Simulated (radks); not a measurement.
Q: The mean radii <r> (bohr) of the occupied orbitals of an atom or ion are listed with their occupations. Calculated with a radial shooting solver on a logarithmic mesh with Libxc functionals: scalar-relativistic Kohn-Sham, OLYP, spin-unpolarised, spherical densities, point nucleus.

orbital  occ.      <r>
1s          2  0.06091
2s          2   0.2792
2p          6   0.2469
3s          2   0.8512
3p          6   0.9023
3d          5    1.144
4f          1    8.758

Name the element and its charge.

A: Z = 25, manganese, charge +1: Mn+ in [Ar] 3d5 4f1. The 1s radius gives Z: for a bare nucleus <r> = (2 gamma + 1)/(2Z) with gamma = sqrt(1 - (Z/c)^2), 0.05933 bohr for Z = 25, and screening makes it slightly larger (0.06091 here). The occupations add up to 24, and the charge is Z minus that.
